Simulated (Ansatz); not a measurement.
Reaction (hydrogenolysis of a Ga–C bond): `C[CH2][Ga]([CH3])[Cl]` + H₂ → `[CH3][GaH][Cl]` + `CC`

Program: Ansatz. Geometries: PBE0-D4/def2-TZVP. ΔE: electronic, gas phase. CCSD(T)/CBS adds triple-zeta CCSD(T) − MP2 to the extrapolated MP2 energy (def2 sets, frozen cores). This one scheme is used for every species. DFT in def2-TZVPP. For Ga outer-core shells are correlated without core-valence functions, which leaves a few kJ/mol of doubt a bond. Scalar relativity is left out up to krypton. Each species was taken in one conformer, which may not be the lowest.

`C[CH2][Ga]([CH3])[Cl]`:

Cartesian coordinates in Å:
```
C -0.826 1.709 0.116
C -0.239 0.749 1.145
Ga 0.499 -0.918 0.410
C 0.628 -1.603 -1.418
Cl 1.325 -2.254 1.913
H -1.219 2.614 0.589
H -1.649 1.254 -0.442
H -0.080 2.027 -0.616
H -0.988 0.459 1.889
H 0.565 1.223 1.716
H 1.674 -1.810 -1.657
H 0.226 -0.903 -2.152
H 0.083 -2.547 -1.492
```

H₂:

```xyz
2

H    -0.172    0.148    0.296
H     0.172   -0.148   -0.296
```

`[CH3][GaH][Cl]`:

Z-matrix (Å, degrees):
```
C
Ga 1 1.952
H 1 1.089 2 110.9
H 1 1.093 2 110.2 3 121.1
H 1 1.093 2 109.9 3 -120.7
Cl 2 2.160 1 116.2 3 2.5
H 2 1.560 1 130.1 3 -177.6
```

`CC`:

Z-matrix (Å, degrees):
```
C
C 1 1.519
H 1 1.093 2 111.4
H 1 1.093 2 111.4 3 120.0
H 1 1.093 2 111.4 3 -120.0
H 2 1.093 1 111.4 3 180.0
H 2 1.093 1 111.4 3 -60.0
H 2 1.093 1 111.4 3 60.0
```

CCSD(T)/CBS gives -0.28 eV.

**Question.** Another level gave -0.39 eV. Which?
A. PBE0/def2-TZVPP
B. RPA@PBE/def2-TZVPP
C. MP2/def2-TZVPP
D. r2SCANh/def2-TZVPP

**Answer.** D. r2SCANh -0.39, MP2/def2-TZVPP -0.25, PBE0 -0.44, RPA@PBE/def2-TZVPP -0.33 eV.

Largest T1 diagnostic among the species: 0.011.

Leaving LDA and LC-ωPBE aside and taking each functional with its dispersion term where it has one, the values, not all of them listed here, spread over 0.24 eV, from B97M-V to revPBE-D4. LDA lies +0.05 eV from PBE without D4. At CCSD(T), def2-SVP lies −0.18 eV from the extrapolated value and def2-TZVPP −0.05 eV.
